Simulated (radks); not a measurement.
Question: S IV, 13 electrons, occupied as [He] 2s2 2p5 3s2 3p2 (not the ground configuration). Calculated with a radial shooting solver on a logarithmic mesh with Libxc functionals: Dirac Kohn-Sham, PBE, spin-unpolarised, spherical densities, point nucleus; open shells are shared between the two j in proportion to 2j + 1. Some entries of the table are withheld. Estimate them.

| orbital | occ. | eigenvalue (hartree) | <r^2> (bohr^2) |
|---|---|---|---|
| 1s1/2 | 2 | -91.37033 | 0.01261 |
| 2s1/2 | 2 | (1) | (2) |
| 2p1/2 | 1.66667 | -8.23541 | (3) |
| 2p3/2 | 3.33333 | -8.18553 | (4) |
| 3s1/2 | 2 | -2.08986 | 2.377 |
| 3p1/2 | 0.666667 | -1.63421 | 2.774 |
| 3p3/2 | 1.33333 | -1.62843 | 2.790 |
| 3d3/2 | 0 | -0.98376 | 3.812 |
| 3d5/2 | 0 | -0.98333 | 3.816 |
| 4s1/2 | 0 | (5) | 12.55 |

Answer: 
(1) 2s1/2 eigenvalue (hartree): -10.15693
(2) 2s1/2 <r^2> (bohr^2): 0.2590
(3) 2p1/2 <r^2> (bohr^2): 0.2239
(4) 2p3/2 <r^2> (bohr^2): 0.2260
(5) 4s1/2 eigenvalue (hartree): -0.73594
